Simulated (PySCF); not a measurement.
# C8H4F6Se: Orbital levels and atomic charges

System: C8H4F6Se (co-oligomer), SMILES FC(F)(F)/C=C/c1ccc(C(F)(F)F)[se]1.

Cartesian coordinates (Å):
```
  1 F    -4.3365    1.6669   -1.0448
  2 C    -3.8152    0.5059   -0.6286
  3 F    -4.2807   -0.4398   -1.4709
  4 F    -4.3667    0.2365    0.5660
  5 C    -2.3242    0.5453   -0.5852
  6 C    -1.6093   -0.2887    0.1722
  7 C    -0.1767   -0.2987    0.2348
  8 C     0.5751   -1.1519    1.0063
  9 C     1.9668   -0.9726    0.9199
 10 C     2.3398    0.0286    0.0698
 11 C     3.7204    0.4920   -0.2136
 12 F     4.0438    1.5968    0.4872
 13 F     4.6523   -0.4246    0.0696
 14 F     3.8670    0.8251   -1.5096
 15 Se    0.9112    0.8828   -0.7426
 16 H    -1.8642    1.2834   -1.2281
 17 H    -2.1109   -1.0140    0.8008
 18 H     0.1287   -1.9048    1.6328
 19 H     2.6792   -1.5683    1.4640
```

Method: B3LYP/def2-SVP, gas phase, PySCF, fitting set def2-universal-JFIT up to Ne and JKFIT beyond, grid level 1.

Spin-orbit coupling is left out, which matters for the heavier atoms here.

Q: Give the orbital energies near the gap.

A: 
```tsv
orbital	eV
HOMO-4	-10.66
HOMO-3	-9.96
HOMO-2	-9.27
HOMO-1	-7.56
HOMO	-6.95
LUMO	-2.56
LUMO+1	-0.71
LUMO+2	-0.28
LUMO+3	0.95
```

Q: Give the partial charges of the non-hydrogen atoms.

A: 
```json
{"atom": "F1", "Mulliken": "-0.17", "IAO": "-0.28", "Hirshfeld": "-0.10"}
{"atom": "C2", "Mulliken": "0.53", "IAO": "0.81", "Hirshfeld": "0.26"}
{"atom": "F3", "Mulliken": "-0.18", "IAO": "-0.29", "Hirshfeld": "-0.11"}
{"atom": "F4", "Mulliken": "-0.18", "IAO": "-0.28", "Hirshfeld": "-0.09"}
{"atom": "C5", "Mulliken": "-0.13", "IAO": "-0.21", "Hirshfeld": "-0.08"}
{"atom": "C6", "Mulliken": "0.07", "IAO": "-0.10", "Hirshfeld": "-0.03"}
{"atom": "C7", "Mulliken": "-0.08", "IAO": "-0.15", "Hirshfeld": "-0.03"}
{"atom": "C8", "Mulliken": "0.01", "IAO": "-0.15", "Hirshfeld": "-0.05"}
{"atom": "C9", "Mulliken": "0.05", "IAO": "-0.14", "Hirshfeld": "-0.05"}
{"atom": "C10", "Mulliken": "-0.25", "IAO": "-0.22", "Hirshfeld": "-0.07"}
{"atom": "C11", "Mulliken": "0.56", "IAO": "0.80", "Hirshfeld": "0.25"}
{"atom": "F12", "Mulliken": "-0.17", "IAO": "-0.28", "Hirshfeld": "-0.10"}
{"atom": "F13", "Mulliken": "-0.16", "IAO": "-0.27", "Hirshfeld": "-0.08"}
{"atom": "F14", "Mulliken": "-0.18", "IAO": "-0.28", "Hirshfeld": "-0.10"}
{"atom": "Se15", "Mulliken": "0.25", "IAO": "0.41", "Hirshfeld": "0.18"}
```
